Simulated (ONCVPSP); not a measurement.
**How hard is this barium (Ba) ONCV potential?**

barium, optimised norm-conserving Vanderbilt (ONCV), made with ONCVPSP 4.0.1 (PBE, scalar-relativistic). Core [Kr] 4d10, reference 5s2 5p6 6s2. Waves: 5s+6s: rc 2.25 bohr, ncon 3, nbas 6, qcut 5.3 1/bohr, 2 projectors; 5p: rc 3.20 bohr, ncon 4, nbas 7, qcut 4.3 1/bohr, 3 projectors, debl 1.6 Ha; d scattering state at 0.33 Ha: rc 3.10 bohr, ncon 3, nbas 7, qcut 3.1 1/bohr, 2 projectors, debl 3.1 Ha. Local part: polynomial inside 2.00 bohr (lpopt 5, dvloc0 0 Ha). Core correction: Teter function fitted to the true core (icmod 2), fcfact 0.55.

In the d channel the program set the typed energies aside and used 0.050, 3.150 Ha.

Question: For each optimised wave give the share of its norm inside rc, the residual kinetic energy above qcut (Ha) and the cutoffs (Ha) for errors of 10, 1, 0.1 and 0.01 mHa per electron.

Answer:

```csv
wave,norm inside rc,residual KE,10 mHa,1 mHa,0.1 mHa,0.01 mHa
5s,0.874,3.4e-06,7.3,9.7,11.4,13.5
6s,0.043,1.0e-06,5.2,8.4,10.7,12.6
5p,0.953,1.8e-08,3.5,4.7,5.8,6.8
p projector 2,0.295,1.2e-05,3.5,4.7,6.0,9.8
p projector 3,0.141,1.5e-04,4.5,5.7,10.1,21.6
d projector 1,0.096,8.7e-05,2.3,3.6,5.1,16.2
d projector 2,0.154,1.2e-01,6.0,21.8,32.5,60.7
```

The occupied waves need 9.7 Ha and 11 Ha for 1 and 0.1 mHa. Note: ghosts flagged at negative energy: d at -95.5 eV; GHOST(+) flagged for s at 115.5 eV. A true bound ghost makes a file unfit for plane-wave use.
